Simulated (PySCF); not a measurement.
Electron correlation in Sr (strontium, neutral)

[Kr] 5s2, closed-shell 1S. Computed with PySCF 2.14 in def2-SVP with the def2 core potential (28 electrons), with a scalar-relativistic core potential. Frozen: 4s2 4p6; 2 electrons correlated.

Total MP2 correlation energy: -15.89 mhartree.

Same-spin part 0.00 and opposite-spin part -15.89 mhartree; SCS-MP2 scales them by 1/3 and 6/5 to -19.07 mhartree.

With two correlated electrons CCSD is exact within the correlated space (frozen core and kept virtual orbitals).

| level | correlation energy (mhartree) |
| --- | --- |
| CCSD | -24.61 |

Diagnostics: T1 = 0.0087, D1 = 0.0123, largest double amplitude 0.141.

Q: Is a single reference adequate?

A: Mostly. T1 lies below 0.03, but a double amplitude of this size points to a near-degeneracy that CCSD handles and MP2 describes poorly.
